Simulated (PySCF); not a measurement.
# Working out the excitation energy of Pd²⁺

Pd²⁺ [Kr] 4d8 (3F) → Pd²⁺ [Kr] 4d7 5s1 (5F). Computed with PySCF 2.14 in def2-TZVPPD with the def2 core potential (28 electrons) (6s4p3d2f1g, 56 functions), with scalar relativity through the core potential. Frozen: nothing. Energies in hartree (1 hartree = 27.21139 eV):

| part | Pd²⁺ (lower) | Pd²⁺ (upper) |
| --- | --- | --- |
| UHF | -126.161057 | -125.932823 |
| MP2 opposite-spin | -0.328680 | -0.310154 |
| MP2 same-spin | -0.150364 | -0.154256 |

What does Hartree-Fock give?

(-125.932823) − (-126.161057) = 0.228234 hartree = 6.211 eV.

What do MP2 and SCS-MP2 (6/5 opposite-spin, 1/3 same-spin) give?

The opposite-spin parts differ by 0.504 eV and the same-spin parts by -0.106 eV. MP2: 6.211 + (0.504) + (-0.106) = 6.609 eV. SCS-MP2: 6.211 + 1.2 × (0.504) + (-0.106)/3 = 6.780 eV.
